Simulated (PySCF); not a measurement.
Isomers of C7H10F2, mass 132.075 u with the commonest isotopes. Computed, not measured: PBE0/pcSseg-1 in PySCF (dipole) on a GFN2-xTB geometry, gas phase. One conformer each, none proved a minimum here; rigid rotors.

Question: Order these by out-of-plane moment Σ m c² = (Ia + Ib − Ic)/2, largest first.
A. `[F:1]/[CH:2]=[CH:3]\[CH2:4][C:5]1([CH2:6][F:7])[CH2:8][CH2:9]1` with C2–C3–C4–C5 120°, C3–C4–C5–C6 -67°, C4–C5–C6–F7 179°
B. `[CH2:1]=[CH:2][CH2:3][CH2:4]/[CH:5]=[CH:6]/[CH:7]([F:8])[F:9]` with C1–C2–C3–C4 121°, C2–C3–C4–C5 66°, C3–C4–C5–C6 -121°, C5–C6–C7–F8 -119°
C. `[CH2:1]=[C:2]=[CH:3][CH2:4][C@H:5]([CH3:6])[CH:7]([F:8])[F:9]` with C2–C3–C4–C5 -115°, C3–C4–C5–C6 -174°, C4–C5–C7–F8 -173°

Answer: C (54.53 u·Å²), A (47.12 u·Å²), B (44.59 u·Å²).

Question: Order these by rotational constant B, largest first.
A. `[F:1]/[CH:2]=[CH:3]\[CH2:4][C:5]1([CH2:6][F:7])[CH2:8][CH2:9]1` with C2–C3–C4–C5 120°, C3–C4–C5–C6 -67°, C4–C5–C6–F7 179°
B. `[CH2:1]=[CH:2][CH2:3][CH2:4]/[CH:5]=[CH:6]/[CH:7]([F:8])[F:9]` with C1–C2–C3–C4 121°, C2–C3–C4–C5 66°, C3–C4–C5–C6 -121°, C5–C6–C7–F8 -119°
C. `[CH2:1]=[C:2]=[CH:3][CH2:4][C@H:5]([CH3:6])[CH:7]([F:8])[F:9]` with C2–C3–C4–C5 -115°, C3–C4–C5–C6 -174°, C4–C5–C7–F8 -173°

Answer: C (952.9 MHz), A (914.4 MHz), B (700.9 MHz).

Question: Order these by rotational constant C, largest first.
A. `[CH2:1]=[C:2]=[CH:3][CH2:4][C@H:5]([CH3:6])[CH:7]([F:8])[F:9]` with C2–C3–C4–C5 -115°, C3–C4–C5–C6 -174°, C4–C5–C7–F8 -173°
B. `[CH2:1]=[CH:2][CH2:3][CH2:4]/[CH:5]=[CH:6]/[CH:7]([F:8])[F:9]` with C1–C2–C3–C4 121°, C2–C3–C4–C5 66°, C3–C4–C5–C6 -121°, C5–C6–C7–F8 -119°
C. `[F:1]/[CH:2]=[CH:3]\[CH2:4][C:5]1([CH2:6][F:7])[CH2:8][CH2:9]1` with C2–C3–C4–C5 120°, C3–C4–C5–C6 -67°, C4–C5–C6–F7 179°

Answer: A (808.5 MHz), C (785.2 MHz), B (623.5 MHz).

```
             SMILES  point group  Ia (u·Å²)  Ib (u·Å²)  Ic (u·Å²)      κ  μa (D)  μb (D)  μc (D)
   F/C=C\CC1(CF)CC1           C1     185.23     552.67     643.66  -0.87    0.93    1.33    0.72
C=C=CC[C@H](C)C(F)F           C1     203.80     530.36     625.10  -0.83    1.29    1.51    0.57
    C=CCC/C=C/C(F)F           C1     178.68     721.00     810.51  -0.93    1.23    1.63    1.38
```
